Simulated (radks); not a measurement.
The numbers below are computed, except where a source is named.
I II, 52 electrons, occupied as [Kr] 4d10 5s2 5p(up 2, down 2) (spins set by hand, not the high-spin state). Code: a radial shooting solver on a logarithmic mesh with Libxc functionals. Model: scalar-relativistic Kohn-Sham, BLYP, spin-polarised, spherical densities, point nucleus. Some entries of the table are withheld. Estimate them.

orbital  occ.  eigenvalue (Ry)  <r> (bohr)
1s          2        -2425.416     0.02722
2s          2        -375.3228         (1)
2p          6        -336.9581      0.1025
3s          2              (2)      0.3141
3p          6              (3)      0.3122
3d         10        -45.23626      0.2886
4s          2        -13.95265         (4)
4p          6        -10.05641      0.7919
4d         10              (5)      0.9208
5s          2         -1.91949       1.919
5p          4              (6)       2.330

Answer. 
(1) 2s <r> (bohr): 0.1172
(2) 3s eigenvalue (Ry): -76.28506
(3) 3p eigenvalue (Ry): -63.85596
(4) 4s <r> (bohr): 0.7398
(5) 4d eigenvalue (Ry): -4.37843
(6) 5p eigenvalue (Ry): -1.11582
